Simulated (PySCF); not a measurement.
**Ionisation energy of Br by level of theory**

Br [Ar] 3d10 4s2 4p5 [4p1/2^2 4p3/2^3, M_J = 3/2] → Br+ [Ar] 3d10 4s2 4p4 [4p1/2^2 4p3/2^2, M_J = 2], as a difference of total energies. Calculation: PySCF 2.14, in x2c-TZVPPall-2c (6s7p4d1f, 54 functions); the two-component X2C-1e Hamiltonian. Correlated levels: [Ne] frozen. "Screened" scales the spin-orbit matrix elements by Boettger's factors to mimic the two-electron term; Breit and QED terms are absent.

```tsv
method	ionisation energy (eV)	error (eV)
GHF (spin-free)	10.731	-1.083
GMP2 (spin-free)	11.599	-0.215
GHF (screened spin-orbit)	10.674	-1.140
GMP2 (screened spin-orbit)	11.545	-0.269
```

Reference: 11.814 eV (measured; NIST Atomic Spectra Database, ionization energies).

The spin-free rows relax to the high-spin LS determinant and lack the spin-orbit shift.

Errors of the correlated levels include the incompleteness of this basis and the frozen core.

The labels give the starting determinants; with spin-orbit coupling the two ends relaxed to ⟨J²⟩ = 3.76, ⟨L²⟩ = 2.01, ⟨S²⟩ = 0.76 and ⟨J²⟩ = 6.02, ⟨L²⟩ = 2.11, ⟨S²⟩ = 1.96.
